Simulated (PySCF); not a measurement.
Geometries of 2 isomers of C4H3F7O, from PBE0-D3(BJ)/def2-SVP geometry optimisation, gas phase in PySCF. One conformer each, no zero-point energy, no frequencies.

Question: Which is lower in electronic energy at this level?
A.
```xyz
15
angstrom
C     -1.092   -0.710   -0.504
C     -0.256    0.094    0.459
F     -0.294   -0.487    1.686
O      1.081    0.287    0.094
C      1.827   -0.710   -0.432
F      1.530   -0.926   -1.714
F      3.088   -0.346   -0.353
F      1.663   -1.861    0.214
C     -0.790    1.530    0.639
F     -0.054    2.209    1.502
F     -2.040    1.488    1.090
F     -0.788    2.171   -0.527
H     -1.043   -0.285   -1.513
H     -0.739   -1.748   -0.520
H     -2.131   -0.700   -0.151
```
B.
```xyz
15
angstrom
C      2.266   -0.488    0.445
O      0.980    0.110    0.343
C      0.207   -0.308   -0.663
F      0.790   -0.123   -1.865
F     -0.068   -1.625   -0.582
C     -1.116    0.489   -0.648
F     -1.945   -0.062   -1.541
F     -0.859    1.750   -1.009
C     -1.844    0.524    0.717
F     -1.933   -0.697    1.226
F     -1.206    1.306    1.572
F     -3.069    1.001    0.539
H      2.884   -0.227   -0.426
H      2.718   -0.081    1.356
H      2.181   -1.581    0.530
```

Answer: A. That is `C[C@@](F)(OC(F)(F)F)C(F)(F)F`, 19.5 kcal/mol below the other.

```tsv
SMILES	atoms numbered as above	E (Eh)	relative (kcal/mol)	relative (kJ/mol)	dipole (D)
C[C@@](F)(OC(F)(F)F)C(F)(F)F	[CH3:1][C@@:2]([F:3])([O:4][C:5]([F:6])([F:7])[F:8])[C:9]([F:10])([F:11])[F:12]	-926.78382	0.0	0.0	2.09
COC(F)(F)C(F)(F)C(F)(F)F	[CH3:1][O:2][C:3]([F:4])([F:5])[C:6]([F:7])([F:8])[C:9]([F:10])([F:11])[F:12]	-926.75279	19.5	81.5	2.74
```
